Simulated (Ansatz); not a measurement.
Born–Oppenheimer molecular dynamics of BCl2FH2O (7 atoms, charge 0, multiplicity 1). It starts at the highest image of a converged band, a first-order saddle point between two minima.

These are results of Ansatz 0.2.0, RKS PBE0-D4/def2-SVPD, not measurements.

```json
{"ensemble": "NVE (velocity Verlet)", "time step": "0.5 fs", "steps asked": "200", "starting velocities drawn for": "300 K", "seed": "7916"}
```

First frame:

```xyz
7
Properties=species:S:1:pos:R:3
B 0.061 -0.345 -0.097
F 0.019 0.109 1.495
Cl 1.565 0.274 -0.808
Cl -1.493 0.101 -0.863
O 0.117 -1.733 0.415
H -0.656 -2.254 0.169
H 0.028 -1.006 1.464
```

**Question.** How far do the bonds stretch over the last three quarters of this one trajectory? (Pairs bonded in most of those frames.)

**Answer.** 
| bond | mean (Å) | spread (Å) | shortest | longest |
| --- | --- | --- | --- | --- |
| B1–Cl3 | 1.768 | 0.039 | 1.69 | 1.82 |
| B1–Cl4 | 1.766 | 0.037 | 1.70 | 1.83 |
| B1–O5 | 1.358 | 0.025 | 1.31 | 1.41 |
| F2–H7 | 0.926 | 0.021 | 0.89 | 0.97 |
| O5–H6 | 0.966 | 0.008 | 0.95 | 0.98 |

Mean temperature of the second half: 1125 K. The conserved energy stayed within 0.099 meV per atom of its start (net change -0.017 meV per atom), so the integration is sound. The kinetic energy rose, since the run started high on the potential surface and went downhill. It ends in pieces (BCl2HO + FH), so much of that is their flight and rotation, not heat. A run of 0.1 ps of so small a system gives no equilibrium averages. The orbitals stay closed-shell, which can raise the energy where a bond breaks towards radicals; this wasn't checked here.

Time of the run: 6.7 min on 4 threads of Arm Neoverse V1 (shared host), peak memory 0.38 GiB.
